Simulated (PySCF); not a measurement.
Cl2GaHS.

```xyz
5

Ga    -0.0150     0.0060     0.0000
Cl    -1.3182     1.6897     0.0000
Cl     2.0919     0.3509     0.0000
S     -0.8191    -2.0191     0.0000
H      0.4164    -2.5696     0.0000
```

Coordinates come from a PBE0-D3(BJ)/def2-SVP optimisation. One conformer was computed; it need not be the lowest.

Computed with PBE/pcSseg-1 (PySCF). Non-relativistic, no solvent.

Q: Give the absolute GIAO shielding of each atom: isotropic value and principal components (ppm). (Estimate from the structure and the level; the computed values follow.)

A: 
```tsv
atom	σ(iso)	σ11	σ22	σ33	span
Ga1	1241.4	1059.7	1229.1	1435.4	375.7
Cl2	793.7	605.7	790.2	985.3	379.5
Cl3	771.4	602.2	724.4	987.5	385.2
S4	606.5	482.8	598.4	738.3	255.5
H5	29.6	21.6	27.6	39.5	18.0
```
